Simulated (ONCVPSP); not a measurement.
Logarithmic derivatives: Si, ONCV

- Element: silicon (Si)
- Generator: ONCVPSP 4.0.1
- Type: optimised norm-conserving Vanderbilt (ONCV)
- Functional: PBE
- Relativity: scalar-relativistic
- Frozen core: [Ne]
- Valence charge: 4
- Reference configuration: 3s2 3p2
- Partial waves: 3s: rc 1.65 bohr, ncon 4, nbas 9, qcut 3.5 1/bohr, 2 projectors, debl 1.5 Ha; 3p: rc 2.25 bohr, ncon 4, nbas 9, qcut 3 1/bohr, 2 projectors, debl 2.1 Ha; d scattering state at 0.37 Ha: rc 2.45 bohr, ncon 4, nbas 8, qcut 3.5 1/bohr, 2 projectors, debl 1.5 Ha
- Local potential: polynomial inside 1.55 bohr (lpopt 5, dvloc0 0 Ha)
- Core correction: none

The phase is arctan(r·R′/R) of the radial function R(r), unwrapped; energies in Ha, scanned from -2 to 5 Ha. A pole is an energy at which the radial function vanishes at the test radius. The pseudo phase is shifted by a multiple of π to meet the all-electron one at the reference energy, and phase errors are pseudo minus all-electron; the curves can meet again beyond the range given. Levels narrower than the energy grid can be missing from the lists of poles.

Problem. For each channel, where are the poles, and over which energies does the pseudopotential scatter like the atom?

Solution.

```json
{"channel": "s", "radius (bohr)": "1.67", "reference energy (Ha)": "-0.40", "poles, all-electron": "2.36", "poles, pseudo": "2.34", "unbroken range about the reference energy with phases within 0.05 rad": "below 3.8", "phase error 1 Ha above the reference energy (rad)": "-0.000"}
{"channel": "p", "radius (bohr)": "2.29", "reference energy (Ha)": "-0.15", "poles, all-electron": "0.88", "poles, pseudo": "0.88, 4.95", "unbroken range about the reference energy with phases within 0.05 rad": "the whole range", "phase error 1 Ha above the reference energy (rad)": "-0.000"}
{"channel": "d", "radius (bohr)": "2.49", "reference energy (Ha)": "0.37", "poles, all-electron": "1.11, 4.09", "poles, pseudo": "1.10, 4.13", "unbroken range about the reference energy with phases within 0.05 rad": "the whole range", "phase error 1 Ha above the reference energy (rad)": "-0.000"}
```

Note: no bound ghost flagged; GHOST(+) flagged for s at 134.3 eV.

Phases in the d channel:

```json
{"E (Ha)": "-1.98", "all-electron": "1.323", "pseudo": "1.322"}
{"E (Ha)": "-1.80", "all-electron": "1.308", "pseudo": "1.308"}
{"E (Ha)": "-1.62", "all-electron": "1.291", "pseudo": "1.290"}
{"E (Ha)": "-1.44", "all-electron": "1.270", "pseudo": "1.269"}
{"E (Ha)": "-1.26", "all-electron": "1.244", "pseudo": "1.244"}
{"E (Ha)": "-1.08", "all-electron": "1.212", "pseudo": "1.211"}
{"E (Ha)": "-0.90", "all-electron": "1.169", "pseudo": "1.169"}
{"E (Ha)": "-0.72", "all-electron": "1.111", "pseudo": "1.111"}
{"E (Ha)": "-0.54", "all-electron": "1.026", "pseudo": "1.025"}
{"E (Ha)": "-0.36", "all-electron": "0.889", "pseudo": "0.889"}
{"E (Ha)": "-0.18", "all-electron": "0.647", "pseudo": "0.646"}
{"E (Ha)": "0.00", "all-electron": "0.187", "pseudo": "0.187"}
{"E (Ha)": "0.18", "all-electron": "-0.472", "pseudo": "-0.473"}
{"E (Ha)": "0.36", "all-electron": "-0.963", "pseudo": "-0.963"}
{"E (Ha)": "0.54", "all-electron": "-1.227", "pseudo": "-1.227"}
{"E (Ha)": "0.72", "all-electron": "-1.380", "pseudo": "-1.380"}
{"E (Ha)": "0.90", "all-electron": "-1.482", "pseudo": "-1.482"}
{"E (Ha)": "1.08", "all-electron": "-1.561", "pseudo": "-1.561"}
{"E (Ha)": "1.26", "all-electron": "-1.631", "pseudo": "-1.631"}
{"E (Ha)": "1.44", "all-electron": "-1.705", "pseudo": "-1.705"}
{"E (Ha)": "1.62", "all-electron": "-1.796", "pseudo": "-1.796"}
{"E (Ha)": "1.80", "all-electron": "-1.935", "pseudo": "-1.935"}
{"E (Ha)": "1.98", "all-electron": "-2.205", "pseudo": "-2.205"}
{"E (Ha)": "2.16", "all-electron": "-2.871", "pseudo": "-2.872"}
{"E (Ha)": "2.34", "all-electron": "-3.783", "pseudo": "-3.784"}
{"E (Ha)": "2.52", "all-electron": "-4.204", "pseudo": "-4.204"}
{"E (Ha)": "2.70", "all-electron": "-4.384", "pseudo": "-4.384"}
{"E (Ha)": "2.88", "all-electron": "-4.482", "pseudo": "-4.482"}
{"E (Ha)": "3.06", "all-electron": "-4.544", "pseudo": "-4.544"}
{"E (Ha)": "3.24", "all-electron": "-4.589", "pseudo": "-4.588"}
{"E (Ha)": "3.42", "all-electron": "-4.623", "pseudo": "-4.622"}
{"E (Ha)": "3.60", "all-electron": "-4.651", "pseudo": "-4.649"}
{"E (Ha)": "3.78", "all-electron": "-4.675", "pseudo": "-4.673"}
{"E (Ha)": "3.96", "all-electron": "-4.697", "pseudo": "-4.694"}
{"E (Ha)": "4.14", "all-electron": "-4.718", "pseudo": "-4.713"}
{"E (Ha)": "4.32", "all-electron": "-4.738", "pseudo": "-4.732"}
{"E (Ha)": "4.50", "all-electron": "-4.760", "pseudo": "-4.750"}
{"E (Ha)": "4.68", "all-electron": "-4.782", "pseudo": "-4.769"}
{"E (Ha)": "4.86", "all-electron": "-4.808", "pseudo": "-4.790"}
```
